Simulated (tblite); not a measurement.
Run record: tight-binding relaxation, `C[SiH2][CH2][GeH2]` [radical].

Computed with GFN2-xTB geometry optimisation, gas phase (tblite 0.8.0). Start geometry: from a force field or distance geometry. The command runs a driver script over a list of jobs; the input below is this job's line of settings and its coordinates in Å.

Command:
```bash
OMP_NUM_THREADS=1 python probes_run.py task.json out
```

Input:
```
{"job": {"kind": "relax", "xc": "GFN2-xTB", "basis": "xTB"}, "charge": 0, "multiplicity": 2}
C     -1.579400     0.549600    -0.493800
Si    -0.474100    -0.919700    -0.265800
C      0.855300    -0.546800     1.019000
Ge     2.039900     0.845300     0.335100
H     -2.029200     0.841000     0.490500
H     -1.008800     1.400400    -0.905900
H     -2.399300     0.291900    -1.204900
H     -1.267400    -2.056400     0.219000
H      0.169800    -1.278400    -1.534200
H      0.361800    -0.196500     1.957600
H      1.428400    -1.464600     1.219300
H      2.649400     0.375800    -1.002500
H      1.249200     2.158800     0.148900
```

**Question.** What does the run print?

**Answer.** 
```
step      E/eV     max force
  0    -338.77379    1.441
  1    -338.86834    1.152
  2    -338.92305    0.738
  3    -338.95540    0.566
  4    -338.97885    0.311
  5    -338.98581    0.245
  6    -338.99175    0.254
  7    -338.99656    0.206
  8    -338.99999    0.198
  9    -339.00206    0.146
 10    -339.00335    0.094
 11    -339.00417    0.075
 12    -339.00457    0.048
 13    -339.00477    0.033
 14    -339.00489    0.037
 15    -339.00500    0.032
 16    -339.00509    0.038
 17    -339.00516    0.028
 18    -339.00522    0.024
 19    -339.00525    0.013
 20    -339.00526    0.009
```

«max force» is the largest atomic force in eV/Å.

**Question.** From which step on does the largest force stay under 0.1 eV/Å, and how much energy is left to gain from there?

**Answer.** From step 10 (0.094 eV/Å), 1.9 meV above the end.

Summary of the converged run: energy lowered by 5.3 kcal/mol over 20 steps; largest atomic force 0.009 eV/Å at the end.

The run took under 0.1 s on one thread of an Arm Neoverse V2, on a shared host.
Labels such as C1 count atoms from 1, the log's own numbers from 0.
